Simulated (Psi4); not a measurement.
C6H14B (SMILES [CH2]CB(CC)CC), doublet, at a GFN2-xTB geometry. Base run: MP2/STO-3G in Psi4.

Input for Psi4:
```
memory 2 GB

molecule {
0 2
  C    -0.81571304    1.49644311    0.49606975
  C    -1.12370946    1.19925143   -0.87889224
  B     0.01647518    0.17386727   -0.17679816
  C    -0.40761165   -1.29009994    0.31421437
  C    -1.89625439   -1.64115957    0.27361715
  C     1.53991635    0.43359044   -0.60280714
  C     2.57255751   -0.06594262    0.41533499
  H    -0.18869520    2.34297524    0.72671335
  H    -1.52628180    1.23578382    1.26398046
  H    -0.72690411    1.83987995   -1.65112825
  H    -2.07066148    0.74139282   -1.11428056
  H     0.13287451   -2.04684031   -0.26230496
  H    -0.06467319   -1.42339307    1.34681979
  H    -2.26508282   -1.63211672   -0.75005955
  H    -2.06893838   -2.63598655    0.68182680
  H    -2.48365403   -0.93469187    0.85640922
  H     1.74918646   -0.07210133   -1.55179763
  H     1.72785621    1.49541898   -0.78299625
  H     3.58630885    0.14011116    0.07582495
  H     2.42691532    0.42566764    1.37473219
  H     2.47426198   -1.13793348    0.56502969
}

set basis sto-3g
set reference uhf

energy('mp2')
print_variables()
```

Each row names what was changed in the base input (with any setting that the change needs).

```json
[
 {"change": "base", "ΔE vs base (mEh)": "0.000", "MP2 correlation (Eh)": "-0.34693", "basis functions": "49", "core-seconds (rough)": "6"},
 {"change": "method = mp2.5", "ΔE vs base (mEh)": "…", "MP2 correlation (Eh)": "-0.34693", "basis functions": "49", "core-seconds (rough)": "8"},
 {"change": "method = ccsd", "ΔE vs base (mEh)": "…", "MP2 correlation (Eh)": "-0.34701", "basis functions": "49", "core-seconds (rough)": "30"},
 {"change": "puream = on", "ΔE vs base (mEh)": "0.000", "MP2 correlation (Eh)": "-0.34693", "basis functions": "49", "core-seconds (rough)": "6"},
 {"change": "scf_type = pk; mp2_type = conv", "ΔE vs base (mEh)": "0.793", "MP2 correlation (Eh)": "-0.34701", "basis functions": "49", "core-seconds (rough)": "6"},
 {"change": "method = omp2", "ΔE vs base (mEh)": "…", "MP2 correlation (Eh)": "-0.34693", "basis functions": "49", "core-seconds (rough)": "30"},
 {"change": "cc_type = df", "ΔE vs base (mEh)": "0.000", "MP2 correlation (Eh)": "-0.34693", "basis functions": "49", "core-seconds (rough)": "6"},
 {"change": "method = scs-mp2", "ΔE vs base (mEh)": "-31.601", "MP2 correlation (Eh)": "-0.34701", "basis functions": "49", "core-seconds (rough)": "6"},
 {"change": "puream = off", "ΔE vs base (mEh)": "0.025", "MP2 correlation (Eh)": "-0.34694", "basis functions": "49", "core-seconds (rough)": "7"},
 {"change": "method = mp3", "ΔE vs base (mEh)": "-75.981", "MP2 correlation (Eh)": "-0.34693", "basis functions": "49", "core-seconds (rough)": "7"}
]
```

Question: What belongs in the gaps?

Answer: 
- method = mp2.5, ΔE vs base (mEh): -37.990
- method = ccsd, ΔE vs base (mEh): -108.3
- method = omp2, ΔE vs base (mEh): -1.335

Open shells are given as the SCF converged; they aren't shown to be the lowest states, and a large step between rows can be another state.
